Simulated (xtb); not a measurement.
HfIH3, SMILES [HfH3][I], multiplicity 1. All values are semi-empirical tight-binding results from xtb (GFN2-xTB unless named), good for trends rather than for accurate numbers. Geometry optimised at GFN2-xTB. The spin state was assumed, not searched.

Optimised geometry:

```xyz
5

Hf     0.0000     0.0000     1.1648
I      0.0000     0.0000    -1.6724
H      1.5389     0.8885     1.5912
H     -1.5389     0.8885     1.5912
H      0.0000    -1.7770     1.5912
```
Charge 0, spin multiplicity 1.

For metal compounds this method's bond lengths and energies can be far off.

Computed properties:
```json
{
 "point_group_as_xtb_finds_it": "C3v",
 "orbital_gap": "4.35 eV",
 "zero_point_energy": "9.9 kcal/mol",
 "G − E(el) at 298.15 K (modified RRHO)": "-8.5 kcal/mol"
}
```

Give the atomic charges and the Wiberg bond orders between heavy atoms. (The exact figures need the calculation; the answer reports its results.)

charges (e) Hf1 1.05, I2 -0.29, H3 -0.25, H4 -0.25, H5 -0.25. Bond orders Hf1–I2 0.88.
